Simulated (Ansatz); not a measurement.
`N[SiH](F)CCl` and `C=N[SiH](F)CCl` differ in one atom or group.

Ansatz, PBE0-D4/def2-TZVP geometries, multiplicity 1. Each molecule was computed in one conformer, which needn't be the lowest.

```json
{"property": "LUMO energy (PBE0/def2-TZVPP) / eV", "`N[SiH](F)CCl`": "0.40"}
{"property": "size of the dipole moment (ωB97M-V/def2-TZVPP) / D", "`N[SiH](F)CCl`": "1.61"}
{"property": "size of the dipole moment (B3LYP/def2-TZVPP) / D", "`N[SiH](F)CCl`": "1.59"}
{"property": "size of the dipole moment (PBE/def2-TZVPP) / D", "`N[SiH](F)CCl`": "1.62"}
{"property": "HOMO–LUMO gap (B3LYP/def2-TZVPP) / eV", "`N[SiH](F)CCl`": "7.93"}
{"property": "LUMO energy (ωB97M-V/def2-TZVPP) / eV", "`N[SiH](F)CCl`": "2.07"}
```

Q: What does the change do to each property? (An estimate is asked.)

A: Ansatz gave: 
| property | `C=N[SiH](F)CCl` | shift |
| --- | --- | --- |
| LUMO energy (PBE0/def2-TZVPP) / eV | -1.43 | -1.83 |
| size of the dipole moment (ωB97M-V/def2-TZVPP) / D | 2.73 | 1.12 |
| size of the dipole moment (B3LYP/def2-TZVPP) / D | 2.66 | 1.07 |
| size of the dipole moment (PBE/def2-TZVPP) / D | 2.48 | 0.86 |
| HOMO–LUMO gap (B3LYP/def2-TZVPP) / eV | 5.74 | -2.19 |
| LUMO energy (ωB97M-V/def2-TZVPP) / eV | 0.79 | -1.28 |

With PBE0 the HOMO rises by 0.44 eV and the LUMO falls by 1.83 eV, so the gap narrows by about 2.27 eV. PBE moves the HOMO by 0.42 eV and ωB97M-V by 0.37 eV. Dipoles are sizes alone; their direction can turn.

B3LYP here is the variant with VWN-RPA as its local correlation; programs differ in this.
